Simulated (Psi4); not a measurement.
A run for Psi4: SAPT0/jun-cc-pV(D+d)Z on CH10Si2 (a complex), monomers drawn apart or pushed together.

```
memory 2025 MB

molecule dimer {
0 1
C     0.05535167   -0.12600641    0.04638941
H    -0.37250102   -1.04826816    0.43674512
H    -0.53475486    0.72179821    0.39153250
H     1.07997198   -0.02251147    0.39980190
H     0.04670512   -0.15459481   -1.04226216
--
0 1
Si    1.02338584    0.53494832    5.72547268
Si   -1.16209981   -0.21472430    5.32911467
H     1.75169385   -0.44333590    6.56999030
H     0.99395502    1.83869600    6.43263310
H     1.76307997    0.70413999    4.45245981
H    -1.14524626   -1.52618535    4.63800920
H    -1.90243993    0.75731657    4.48969346
H    -1.88083470   -0.36976802    6.61783578
units angstrom
symmetry c1
no_reorient
no_com
}

set {
  basis jun-cc-pV(D+d)Z
  scf_type df
  freeze_core true
}

energy('sapt0')
```

The log:

```
[...]
==> Input File <==

--------------------------------------------------------------------------
memory 2025 MB

molecule dimer {
0 1
C     0.05535167   -0.12600641    0.04638941
H    -0.37250102   -1.04826816    0.43674512
H    -0.53475486    0.72179821    0.39153250
H     1.07997198   -0.02251147    0.39980190
H     0.04670512   -0.15459481   -1.04226216
--
0 1
Si    1.02338584    0.53494832    5.72547268
Si   -1.16209981   -0.21472430    5.32911467
H     1.75169385   -0.44333590    6.56999030
H     0.99395502    1.83869600    6.43263310
H     1.76307997    0.70413999    4.45245981
H    -1.14524626   -1.52618535    4.63800920
H    -1.90243993    0.75731657    4.48969346
H    -1.88083470   -0.36976802    6.61783578
units angstrom
symmetry c1
no_reorient
no_com
}

set {
  basis jun-cc-pV(D+d)Z
  scf_type df
  freeze_core true
}

energy('sapt0')
--------------------------------------------------------------------------


   => Loading Basis Set <=

    Name: JUN-CC-PV(D+D)Z
    Role: ORBITAL
    Keyword: BASIS
    atoms 1         entry C          line   188 file jun-cc-pv_dpd_z.gbs
    atoms 2-5, 8-13 entry H          line    60 file jun-cc-pv_dpd_z.gbs
    atoms 6-7       entry SI         line   566 file jun-cc-pv_dpd_z.gbs

   => Loading Basis Set <=

    Name: JUN-CC-PV(D+D)Z
    Role: ORBITAL
    Keyword: BASIS
    atoms 1         entry C          line   188 file jun-cc-pv_dpd_z.gbs
    atoms 2-5, 8-13 entry H          line    60 file jun-cc-pv_dpd_z.gbs
    atoms 6-7       entry SI         line   566 file jun-cc-pv_dpd_z.gbs


  //>>>>>>>>>>>>>>>>>>>>>>>>>>>>>>>>>>>//
  //              Dimer HF             //
  //<<<<<<<<<<<<<<<<<<<<<<<<<<<<<<<<<<<//

   => Libint2 <=

    Primary   basis highest AM E, G, H:  7, 6, 3
    Auxiliary basis highest AM E, G, H:  7, 7, 4
    Onebody   basis highest AM E, G, H:  -, -, -
    Solid Harmonics ordering:            Gaussian


   => Loading Basis Set <=

    Name: JUN-CC-PV(D+D)Z
    Role: ORBITAL
    Keyword: BASIS
    atoms 1         entry C          line   188 file jun-cc-pv_dpd_z.gbs
    atoms 2-5, 8-13 entry H          line    60 file jun-cc-pv_dpd_z.gbs
    atoms 6-7       entry SI         line   566 file jun-cc-pv_dpd_z.gbs


         ---------------------------------------------------------
                                   SCF
               by Justin Turney, Rob Parrish, Andy Simmonett
                          and Daniel G. A. Smith
                              RHF Reference
                        1 Threads,   1931 MiB Core
         ---------------------------------------------------------

  ==> Geometry <==

    Molecular point group: c1
    Full point group: C1

    Geometry (in Angstrom), charge = 0, multiplicity = 1:

       Center              X                  Y                   Z               Mass
    ------------   -----------------  -----------------  -----------------  -----------------
         C            0.055351670000    -0.126006410000     0.046389410000    12.000000000000
         H           -0.372501020000    -1.048268160000     0.436745120000     1.007825032230
         H           -0.534754860000     0.721798210000     0.391532500000     1.007825032230
         H            1.079971980000    -0.022511470000     0.399801900000     1.007825032230
         H            0.046705120000    -0.154594810000    -1.042262160000     1.007825032230
         SI           1.023385840000     0.534948320000     5.725472680000    27.976926534650
         SI          -1.162099810000    -0.214724300000     5.329114670000    27.976926534650
         H            1.751693850000    -0.443335900000     6.569990300000     1.007825032230
         H            0.993955020000     1.838696000000     6.432633100000     1.007825032230
         H            1.763079970000     0.704139990000     4.452459810000     1.007825032230
         H           -1.145246260000    -1.526185350000     4.638009200000     1.007825032230
         H           -1.902439930000     0.757316570000     4.489693460000     1.007825032230
         H           -1.880834700000    -0.369768020000     6.617835780000     1.007825032230

  Running in c1 symmetry.

  Rotational constants: A =      0.16712  B =      0.00881  C =      0.00843 [cm^-1]
  Rotational constants: A =   5010.20547  B =    264.00721  C =    252.73615 [MHz]
  Nuclear repulsion =  136.183745211566105

  Charge       = 0
  Multiplicity = 1
  Electrons    = 44
  Nalpha       = 22
  Nbeta        = 22

  ==> Algorithm <==

  SCF Algorithm Type is DF.
  DIIS enabled.
  MOM disabled.
  Fractional occupation disabled.
  Guess Type is SAD.
  Energy threshold   = 1.00e-08
  Density threshold  = 1.00e-08
  Integral threshold = 1.00e-12

  ==> Primary Basis <==

  Basis Set: JUN-CC-PV(D+D)Z
    Blend: JUN-CC-PV(D+D)Z
    Number of shells: 60
    Number of basis functions: 122
    Number of Cartesian functions: 127
    Spherical Harmonics?: true
    Max angular momentum: 2

   => Loading Basis Set <=

    Name: (JUN-CC-PV(D+D)Z
[...]
A      2.330475
      99A      2.332673   100A      2.398383   101A      2.399457
     102A      2.403856   103A      2.737497   104A      2.739205
     105A      2.748936   106A      3.005786   107A      3.006358
     108A      3.328743   109A      3.328896   110A      3.408919
     111A      3.410145   112A      3.461526   113A      3.478142
     114A      3.478516   115A      3.501790   116A      3.502140
     117A      3.514954   118A      3.548129   119A      5.042751
     120A      5.043544   121A      5.046012   122A     18.434127

    Final Occupation by Irrep:
              A
    DOCC [    17 ]
    NA   [    17 ]
    NB   [    17 ]

  @DF-RHF Final Energy:  -581.35156325116475

   => Energetics <=

    Nuclear Repulsion Energy =             90.7509167982388760
    One-Electron Energy =                -986.2526772296130275
    Two-Electron Energy =                 314.1501971802093749
    Total Energy =                       -581.3515632511647482

Computation Completed


Properties will be evaluated at   0.000000,   0.000000,   0.000000 [a0]

Properties computed using the SCF density matrix


 Multipole Moments:

 ------------------------------------------------------------------------------------
     Multipole            Electronic (a.u.)      Nuclear  (a.u.)        Total (a.u.)
 ------------------------------------------------------------------------------------

 L = 1.  Multiply by 2.5417464519 to convert [e a0] to [Debye]
 Dipole X            :          4.4639614           -4.4631318            0.0008296
 Dipole Y            :        -10.2877593           10.2876682           -0.0000911
 Dipole Z            :       -355.2127075          355.2020774           -0.0106301
 Magnitude           :                                                    0.0106628

 ------------------------------------------------------------------------------------

  Constructing Basis Sets for SAPT...

   => Loading Basis Set <=

    Name: (JUN-CC-PV(D+D)Z AUX)
    Role: RIFIT
    Keyword: DF_BASIS_SAPT
    atoms 1         entry C          line   100 file jun-cc-pvdz-ri.gbs
    atoms 2-5, 8-13 entry H          line    30 file jun-cc-pvdz-ri.gbs
    atoms 6-7       entry SI         line   376 file jun-cc-pvdz-ri.gbs

   => Loading Basis Set <=

    Name: (JUN-CC-PV(D+D)Z AUX)
    Role: JKFIT
    Keyword: DF_BASIS_ELST
    atoms 1         entry C          line   146 file jun-cc-pvdz-jkfit.gbs
    atoms 2-5, 8-13 entry H          line    70 file jun-cc-pvdz-jkfit.gbs
    atoms 6-7       entry SI         line   506 file jun-cc-pvdz-jkfit.gbs


  //>>>>>>>>>>>>>>>>>>>>>>>>>>>>>>>>>>>//
  //               SAPT0               //
  //<<<<<<<<<<<<<<<<<<<<<<<<<<<<<<<<<<<//



        SAPT0
    Ed Hohenstein
     6 June 2009

      Orbital Information
  --------------------------
    NSO        =       122
    NMO        =       122
    NRI        =       375
    NRI (Elst) =       551
    NOCC A     =         5
    NOCC B     =        17
    FOCC A     =         1
    FOCC B     =        10
    NVIR A     =       117
    NVIR B     =       105

    Elst10,r            =    -0.000028560033 [Eh]
    Exch10              =     0.000015614253 [Eh]
    Exch10 (S^2)        =     0.000015614216 [Eh]

    Maxiter = 50
    CPHF R converge = 1.000000E-08

    Iter     Energy [mEh]          dE [mEh]         Residual      Time [s]
       1      -0.00077070       0.000770698     1.170803e-04             0
       2      -0.00087171       0.000101015     2.950808e-05             0
       3      -0.00088441       0.000012698     6.838687e-06             0
       4      -0.00088343      -0.000000977     1.552422e-06             0
       5      -0.00088261      -0.000000824     2.151826e-07             0
       6      -0.00088272       0.000000106     2.848878e-08             0
       7      -0.00088271      -0.000000007     3.954522e-09             0

    CHF Iterations converged

    Maxiter = 50
    CPHF R converge = 1.000000E-08

    Iter     Energy [mEh]          dE [mEh]         Residual      Time [s]
       1      -0.00065544       0.000655437     7.995688e-05             0
       2      -0.00073129       0.000075853     1.671964e-05             0
       3      -0.00073642       0.000005133     2.506152e-06             0
       4      -0.00073501      -0.000001416     4.716060e-07             0
       5      -0.00073513       0.000000120     1.100693e-07             0
       6      -0.00073514       0.000000011     2.544287e-08             0
       7      -0.00073513      -0.000000007     5.594884e-09             0

    CHF Iterations converged

    Ind20,r (A<-B)      =    -0.000000882709 [Eh]
    Ind20,r (B<-A)      =    -0.000000735132 [Eh]
    Ind20,r             =    -0.000001617841 [Eh]
    Exch-Ind20,r (A<-B) =     0.000000292360 [Eh]
    Exch-Ind20,r (B<-A) =     0.000000582871 [Eh]
    Exch-Ind20,r        =     0.000000875231 [Eh]
    Disp20              =    -0.000244472961 [Eh]
    Disp20 (SS)         =    -0.000122236481 [Eh]
    Disp20 (OS)         =    -0.000122236481 [Eh]
    Exch-Disp20         =     0.000001311094 [Eh]
    Exch-Disp20 (SS)    =     0.000000830287 [Eh]
    Exch-Disp20 (OS)    =     0.000000480807 [Eh]

    SAPT Results
  --------------------------------------------------------------------------------------------------------
    Electrostatics                 -0.02856003 [mEh]      -0.01792169 [kcal/mol]      -0.07498436 [kJ/mol]
      Elst10,r                     -0.02856003 [mEh]      -0.01792169 [kcal/mol]      -0.07498436 [kJ/mol]

    Exchange                        0.01561425 [mEh]       0.00979809 [kcal/mol]       0.04099522 [kJ/mol]
      Exch10                        0.01561425 [mEh]       0.00979809 [kcal/mol]       0.04099522 [kJ/mol]
      Exch10(S^2)                   0.01561422 [mEh]       0.00979807 [kcal/mol]       0.04099512 [kJ/mol]

    Induction                      -0.00138979 [mEh]      -0.00087211 [kcal/mol]      -0.00364890 [kJ/mol]
      Ind20,r                      -0.00161784 [mEh]      -0.00101521 [kcal/mol]      -0.00424764 [kJ/mol]
      Exch-Ind20,r                  0.00087523 [mEh]       0.00054922 [kcal/mol]       0.00229792 [kJ/mol]
      delta HF,r (2)               -0.00064718 [mEh]      -0.00040611 [kcal/mol]      -0.00169918 [kJ/mol]

    Dispersion                     -0.24316187 [mEh]      -0.15258638 [kcal/mol]      -0.63842139 [kJ/mol]
      Disp20                       -0.24447296 [mEh]      -0.15340910 [kcal/mol]      -0.64186367 [kJ/mol]
      Exch-Disp20                   0.00131109 [mEh]       0.00082272 [kcal/mol]       0.00344228 [kJ/mol]
      Disp20 (SS)                  -0.12223648 [mEh]      -0.07670455 [kcal/mol]      -0.32093184 [kJ/mol]
      Disp20 (OS)                  -0.12223648 [mEh]      -0.07670455 [kcal/mol]      -0.32093184 [kJ/mol]
      Exch-Disp20 (SS)              0.00083029 [mEh]       0.00052101 [kcal/mol]       0.00217992 [kJ/mol]
      Exch-Disp20 (OS)              0.00048081 [mEh]       0.00030171 [kcal/mol]       0.00126236 [kJ/mol]

  Total HF                         -0.01433557 [mEh]      -0.00899571 [kcal/mol]      -0.03763804 [kJ/mol]
  Total SAPT0                      -0.25749744 [mEh]      -0.16158208 [kcal/mol]      -0.67605943 [kJ/mol]

  Special recipe for scaled SAPT0 (see Manual):
    Electrostatics sSAPT0          -0.02856003 [mEh]      -0.01792169 [kcal/mol]      -0.07498436 [kJ/mol]
    Exchange sSAPT0                 0.01561425 [mEh]       0.00979809 [kcal/mol]       0.04099522 [kJ/mol]
    Induction sSAPT0               -0.00138979 [mEh]      -0.00087210 [kcal/mol]      -0.00364888 [kJ/mol]
    Dispersion sSAPT0              -0.24316186 [mEh]      -0.15258637 [kcal/mol]      -0.63842137 [kJ/mol]
  Total sSAPT0                     -0.25749742 [mEh]      -0.16158207 [kcal/mol]      -0.67605939 [kJ/mol]
  --------------------------------------------------------------------------------------------------------



*** Psi4 exiting successfully. Buy a developer a beer!
```

The run finished.

Cost: around 15 core-seconds (rough).
